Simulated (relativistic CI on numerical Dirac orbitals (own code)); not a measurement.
What each ingredient does to the levels of Eu LIV

Base calculation: Dirac-Coulomb-Breit CI, KLI orbitals optimised for each configuration, a model potential for QED, unscaled Slater integrals.

Configurations in the expansion (outside the closed core 1s2): 2s2 2p6, 2s2 2p5 3s, 2s2 2p5 3p, 2s2 2p5 3d, 2s 2p6 3s, 2s 2p6 3p, 2s 2p6 3d, 2s2 2p5 4s, 2s2 2p5 4p, 2s2 2p5 4d, 2s2 2p5 4f, 2s 2p6 4s, 2s2 2p4 3s2, 2s 2p6 4p, 2s2 2p4 3s 3p, 2s 2p6 4d. Levels of other configurations are missing.

The lowest level and the first level of each name with at least 55 % of one term (blank where a level has no safe partner in the second run):

```csv
Level,Base (eV),Shift (eV)
2s2 2p6 1S_0,0.00,0.00
2s2 2p5 3s 3P°_2,5897.47,+11.75
2s2 2p5 3s 1P°_1,5904.33,+11.50
2s2 2p5 3p 3D_3,6192.47,+12.06
2s2 2p5 3p 1P_1,6192.62,+11.63
2s2 2p5 3p 3P_2,6202.82,+10.98
2s2 2p5 3p 1S_0,6248.18,+9.93
2s2 2p5 3d 3P°_0,6322.07,+9.95
2s2 2p5 3d 3P°_1,6329.89,+11.64
2s2 2p5 3d 3D°_2,6338.36,+11.66
2s2 2p5 3d 3F°_4,6370.17,+14.51
2s2 2p5 3d 3D°_3,6383.97,+13.38
2s2 2p5 3d 1P°_1,6408.86,+14.17
2s2 2p5 3s 3P°_0,6563.89,+19.33
```

At this charge energies of transitions that change n are usually good to better than 1 %, and those within a shell (Δn = 0) to a few per cent.

Question: One thing was changed in a second run, which moved the levels as shown. Which?
A. Breit term removed
B. valence Slater integrals scaled by 0.9
C. QED terms removed
D. configuration mixing switched off

Answer: A. Breit term removed. The Breit term mainly narrows fine-structure intervals, so removing it widens them.

LS names give the leading component of a level, which can be under half, so a name can repeat, a term be missing and a line seem to break the LS rules.
